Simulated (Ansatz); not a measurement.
Two isomers of F2H4SSi2: A = `F[SiH2]S[SiH2]F`, B = `F[SiH](F)S[SiH3]`.

Calculated with Ansatz (gas phase, PBE0-D4/def2-TZVP geometries, no zero-point term in ΔE). CBS: MP2 limit from def2 TZ/QZ plus the TZ coupled-cluster correction, frozen cores. DFT in def2-TZVPP. B3LYP here is the variant with VWN-RPA as its local correlation; programs differ in this. Each species was taken in one conformer, which may not be the lowest.

A:

```xyz
9

F     1.4085   -0.8421   -1.8671
Si    0.7690    0.5095   -1.3106
S    -1.2486    0.1967   -0.7260
Si   -0.8765   -0.4926    1.2481
F    -0.7432    0.7368    2.2564
H     0.7574    1.4949   -2.4112
H     1.5870    0.9395   -0.1555
H     0.3938   -1.2485    1.3065
H    -2.0473   -1.2941    1.6594
```

B:

Z-matrix (Å, degrees):
```
Si
F 1 1.585
S 1 2.098 2 111.7
F 1 1.588 2 105.5 3 120.4
H 1 1.470 2 108.7 3 -122.0
Si 3 2.157 1 98.6 2 72.7
H 6 1.482 3 110.0 1 -36.9
H 6 1.481 3 105.2 1 -156.1
H 6 1.481 3 110.3 1 85.0
```

Which is lower in electronic energy at CCSD(T)/CBS, and by how much? (Best estimate.)

Computed: B, by 13.0 kJ/mol.

Give E(B) − E(A) in kJ/mol with PBE-D4, PBE0-D4, ωB97M-V, MP2/def2-TZVPP, CCSD(T)/def2-TZVPP, B3LYP-D4, B3LYP. (Estimate.)

Computed: PBE-D4 -12.7, PBE0-D4 -13.8, ωB97M-V -13.8, MP2/def2-TZVPP -13.0, CCSD(T)/def2-TZVPP -14.3, B3LYP-D4 -13.3, B3LYP -11.7. None reverses the order clearly.

Largest T1 diagnostic: 0.012.
